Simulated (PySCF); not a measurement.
# Relaxation of quintet MoFCl

Level of theory: PySCF, UPBE0, basis Mo def2-TZVP with ECP28, F def2-TZVP, Cl def2-TZVP (scalar-relativistic core potentials, no spin–orbit coupling, density fitting). A (50,194) grid was used.

A start displaced from a saddle point along its imaginary mode, of Cs symmetry, held to at least that symmetry:

Coordinates in bohr (charge 0 multiplicity 5):
```
Mo    0.1492   -0.0766   -0.5445
F    -0.4203    0.2157   -4.1162
Cl   -0.1895    0.0972    3.7607
```

At each step, columns x, y, z (Å) and Fx, Fy, Fz (eV/Å):

```
step 0  E − E(last) = 15.45 kJ/mol
Mo   0.079  -0.041  -0.288   0.095  -0.064  -0.551
F   -0.222   0.114  -2.178   0.000   0.010   0.794
Cl  -0.100   0.051   1.990  -0.095   0.054  -0.243
step 1  E − E(last) = 12.50 kJ/mol
Mo   0.107  -0.055  -0.297   0.257  -0.147  -0.077
F   -0.236   0.121  -2.146  -0.129   0.075   0.131
Cl  -0.114   0.059   1.966  -0.128   0.072  -0.054
step 2  E − E(last) = 7.67 kJ/mol
Mo   0.195  -0.100  -0.309   0.391  -0.219   0.326
F   -0.283   0.145  -2.096  -0.256   0.139  -0.300
Cl  -0.156   0.080   1.929  -0.135   0.081  -0.026
step 3  E − E(last) = 2.43 kJ/mol
Mo   0.429  -0.220  -0.336  -0.529   0.280   0.139
F   -0.407   0.209  -1.977   0.289  -0.163   0.506
Cl  -0.266   0.136   1.837   0.240  -0.117  -0.644
step 4  E − E(last) = 0.98 kJ/mol
Mo   0.339  -0.174  -0.320   0.132  -0.078   0.125
F   -0.360   0.185  -2.015  -0.098   0.056  -0.035
Cl  -0.223   0.114   1.859  -0.034   0.022  -0.090
step 5  E − E(last) = 0.26 kJ/mol
Mo   0.375  -0.192  -0.322  -0.008   0.002  -0.028
F   -0.379   0.195  -1.993   0.007  -0.006   0.114
Cl  -0.240   0.123   1.838   0.001   0.004  -0.087
step 6  E − E(last) = 0.08 kJ/mol
Mo   0.399  -0.205  -0.322  -0.080   0.044  -0.138
F   -0.392   0.201  -1.974   0.068  -0.044   0.170
Cl  -0.251   0.129   1.820   0.011   0.000  -0.032
step 7  E − E(last) = 0.04 kJ/mol
Mo   0.400  -0.205  -0.322  -0.046   0.027  -0.116
F   -0.392   0.201  -1.971   0.044  -0.031   0.117
Cl  -0.251   0.129   1.817   0.002   0.005  -0.001
step 8  E − E(last) = 0.00 kJ/mol
Mo   0.403  -0.207  -0.324   0.004   0.003  -0.028
F   -0.393   0.202  -1.965  -0.004  -0.009   0.011
Cl  -0.253   0.130   1.813   0.000   0.006   0.016
step 9  E − E(last) = 0.00 kJ/mol
Mo   0.403  -0.207  -0.325   0.003   0.003  -0.006
F   -0.394   0.202  -1.964  -0.007  -0.007   0.001
Cl  -0.254   0.130   1.813   0.004   0.004   0.005
```

It ends at Cs with Mo–Cl 2.261 Å, Mo–F 1.868 Å; Cl–Mo–F 132.3° (after a last refinement on a finer grid). A frequency run shows a minimum. Other isomers or separated fragments may lie lower.

With open d or f shells other occupations or spin states may lie lower.

The relaxation took 18 s on 4 threads of a shared Arm Neoverse V2 host, with 108 basis functions and 10 gradients; the process peaked at 1.1 GiB.
